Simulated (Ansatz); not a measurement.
The lowest singlet and triplet of CHBr (SMILES [CH]Br); geometries from B3LYP-D3(BJ)/def2-TZVP, each state relaxed from the structure named, with no frequency check.
Singlet (charge 0, multiplicity 1):
```xyz
3

C     -1.428     0.606     0.000
Br     0.303    -0.095     0.000
H     -2.033    -0.323     0.000
```
Triplet (charge 0, multiplicity 3):
```xyz
3

C     -1.4461     0.3920     0.0000
Br     0.3135    -0.0591     0.0000
H     -2.2943    -0.2828     0.0000
```

A positive gap puts the triplet lower; no zero-point energy. R- takes a restricted singlet. The triplet is unrestricted in single-reference levels. Active spaces average the two states.

Cores are frozen in the correlated methods. Filled d and f shells under p-block atoms count as core.

Codes used: Ansatz (a quantum-chemistry and plane-wave program) with Gaussian orbitals. 

R-PBE/def2-TZVPP gives -2.38 kcal/mol for the gap E(singlet) − E(triplet), adiabatic.

Where do these levels fall relative to PBE: R-r2SCAN/def2-TZVPP, R-B3LYP/def2-TZVPP, R-wB97M-V/def2-TZVPP, R-B2PLYP/def2-TZVPP, R-MP2/cc-pVQZ, R-CCSD(T)/cc-pVQZ, SC-NEVPT2 on SA-CASSCF(2,2)/cc-pVQZ, FIC-MRCISD+Q on SA-CASSCF(2,2)/cc-pVQZ.

R-r2SCAN/def2-TZVPP 6.86; R-B3LYP/def2-TZVPP -0.77; R-wB97M-V/def2-TZVPP -3.29; R-B2PLYP/def2-TZVPP -0.72; R-MP2/cc-pVQZ 0.03; R-CCSD(T)/cc-pVQZ -2.68; SC-NEVPT2 on SA-CASSCF(2,2)/cc-pVQZ 0.78; FIC-MRCISD+Q on SA-CASSCF(2,2)/cc-pVQZ -2.05 kcal/mol. 3 of 8 lie above PBE; the widest gap is to R-r2SCAN/def2-TZVPP.

Doubts at one or more of the structures used: a restricted determinant that unrestricted orbitals would lower (R-PBE/def2-TZVPP, R-r2SCAN/def2-TZVPP, R-B3LYP/def2-TZVPP, R-B2PLYP/def2-TZVPP, R-MP2/cc-pVQZ, R-CCSD(T)/cc-pVQZ).
